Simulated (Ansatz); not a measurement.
Spin states of CMoO (SMILES [O+]#[C-]->[Mo]), each relaxed at B3LYP-D3(BJ)/def2-TZVP; lowest solutions found, singlets restricted, no spin–orbit coupling, no relativity up to Kr.
Multiplicity 5 (charge 0, multiplicity 5):
```xyz
3

Mo    -1.074    -0.859    -0.979
O      0.889     0.757     0.786
C      0.152     0.150     0.123
```
Multiplicity 7 (charge 0, multiplicity 7):
```xyz
3

Mo    -1.1393    -1.0328    -0.9987
O      0.9268     0.5522     0.8978
C      0.1793     0.5281     0.0306
```

The values were computed with Ansatz (a program for electronic structure) with Gaussian orbitals. Each number belongs to the level named beside it. In def2 rows elements past Kr take small-core potentials, without spin–orbit coupling.

The energy of multiplicity 7 less that of multiplicity 5 (kcal/mol) and the share of exact exchange:

```json
[
 {"functional": "PBE/def2-TZVPP", "exact exchange (%)": "0", "value": "11.84"},
 {"functional": "PBE0/def2-TZVPP", "exact exchange (%)": "25", "value": "5.48"},
 {"functional": "BLYP/def2-TZVPP", "exact exchange (%)": "0", "value": "13.91"},
 {"functional": "B3LYP/def2-TZVPP", "exact exchange (%)": "20", "value": "9.12"},
 {"functional": "BHLYP/def2-TZVPP", "exact exchange (%)": "50", "value": "2.38"},
 {"functional": "r2SCAN/def2-TZVPP", "exact exchange (%)": "0", "value": "3.25"},
 {"functional": "r2SCANh/def2-TZVPP", "exact exchange (%)": "10", "value": "1.76"}
]
```

Question: Take the value as linear in the share of exact exchange along PBE and PBE0. Give the slope, say whether the sign turns, and set the other functionals against that line.

Answer: 
Slope: (5.48 − (11.84))/2.5 = -2.55 kcal/mol for each 10 %. The line crosses zero at 47 %, where the sign would turn. At 50 % it gives -0.9 kcal/mol. The LYP pair gives (2.38 − (13.91))/5 = -2.31 for each 10 %. BHLYP, at 50 %, lies 3.3 from the PBE line. B3LYP, at 20 %, lies 2.4 from the PBE line. r2SCAN, with none, stands -8.6 from PBE. The r2SCAN pair gives -1.48 for 10 %.

Doubts at one or more of the structures used: a spin-contaminated determinant (BHLYP/def2-TZVPP).
